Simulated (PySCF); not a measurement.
Species: C₆H₄F₃ (charge +1).
SMILES with atom numbers: `[F:1]/[CH:2]=[CH:3]\[C@@H:4]([F:5])[c+:6]1[cH:7][c:8]1[F:9]` (hydrogens: H10 on C2; H11 on C3; H12 on C4; H13 on C7)

Jobs on this species (13 atoms, 66 electrons) with PySCF (density fitting). Hardware of each: an Arm Neoverse V1 with one thread, no GPU (shared host). The host was shared with other jobs, so the times are rough. Peak memory is the resident size of the whole Python process, interpreter and libraries included.

```
                                               level and settings                                                                         work  basis functions  SCF cycles  wall time  peak memory
PBE0/aug-cc-pVDZ, IEF-PCM acetone, fitting basis def2-qzvpp-jkfit              shieldings, ring-centre shieldings, charges and field gradients              243           ?          ?            ?
      PBE0/IGLO-II, IEF-PCM water, fitting basis def2-qzvpp-jkfit                                           shieldings, ring-centre shieldings              222           ?          ?            ?
                         PBE0/6-311G**, energy threshold 1e-07 Eh  spin–spin couplings from 7 perturbed nuclei, spin–dipole term for 3 of them              186           9       39 s     0.84 GiB
                  OPBE/STO-3G, fitting basis def2-universal-jkfit  spin–spin couplings from 7 perturbed nuclei, spin–dipole term for 3 of them               49          13      8.8 s     0.66 GiB
                             PBE0/6-31G*, IEF-PCM dichloromethane              shieldings, ring-centre shieldings, charges and field gradients              134          14       17 s     0.79 GiB
```

Question: Fill in the missing figures.

Answer: 
- PBE0/aug-cc-pVDZ, IEF-PCM acetone, fitting basis def2-qzvpp-jkfit; shieldings, ring-centre shieldings, charges and field gradients: 44 s, 1.1 GiB, 11 SCF cycles
- PBE0/IGLO-II, IEF-PCM water, fitting basis def2-qzvpp-jkfit; shieldings, ring-centre shieldings: 30 s, 1.0 GiB, 11 SCF cycles

Question: What do all jobs in the table cost together?

Answer: About 2.3 min; the longest takes about 32 % of that, and about 5 times as long as the shortest.
